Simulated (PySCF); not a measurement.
B(F)(Cl)(NH2) (BClFH2N), SMILES NB(F)Cl.

The structure is a stationary point at B3LYP-D3(BJ)/def2-SVP. The values are those of a single conformer.

Vertical ionisation energy (IE) and electron affinity (EA) in eV. Rows of orbital energies are one-electron estimates. Where ΔSCF, EOM or ADC give a negative EA the extra electron is unbound and the value depends on the basis.

```tsv
level	IE	EA
−ε(HOMO), −ε(LUMO), HF/def2-TZVPD (PySCF)	12.06	-1.19
ADC(2)/aug-cc-pVDZ (PySCF)	10.54	-0.55
```

Q: Beyond the first one, list the lowest photoelectron lines from ADC(2)/aug-cc-pVDZ (PySCF) with their pole strengths (two spins summed). (The exact figures need the calculation; the answer reports its results.)

A: 11.56 eV (1.82), 12.15 eV (1.81), 13.06 eV (1.78), 15.02 eV (1.78), 15.17 eV (1.75).
